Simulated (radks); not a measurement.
The phosphorus anion P3-, [Ar], held by a Watson sphere: a shell of charge +3 at radius R that stands for the Madelung well of a crystal (potential energy -3/R inside, -3/r outside, in hartree with lengths in bohr). Method: non-relativistic Kohn-Sham, r2SCAN, spin-unpolarised, spherical densities, point nucleus; meta-GGA in the generalised Kohn-Sham scheme; computed with a radial shooting solver on a logarithmic mesh with Libxc functionals.

\begin{tabular}{lrrrrrr}
R (bohr) & e(2p) (eV) & e(3s) (eV) & e(3p) (eV) & <r> 3p (bohr) & sum of <r^2> (bohr^2) & X-ray form factor at sin(theta)/lambda = 0.2 1/angstrom \\ \hline
2.22 & -123.19 & -16.521 & -8.007 & 2.320 & 49.05 & 10.678 \\
2.36 & -123.14 & -16.004 & -7.695 & 2.377 & 51.25 & 10.576 \\
3.89 & -123.03 & -12.088 & -4.719 & 2.965 & 76.98 & 10.146 \\
4.14 & -122.96 & -11.708 & -4.358 & 3.056 & 81.54 & 10.147 \\
4.57 & -122.81 & -11.178 & -3.820 & 3.210 & 89.74 & 10.162 \\
\end{tabular}
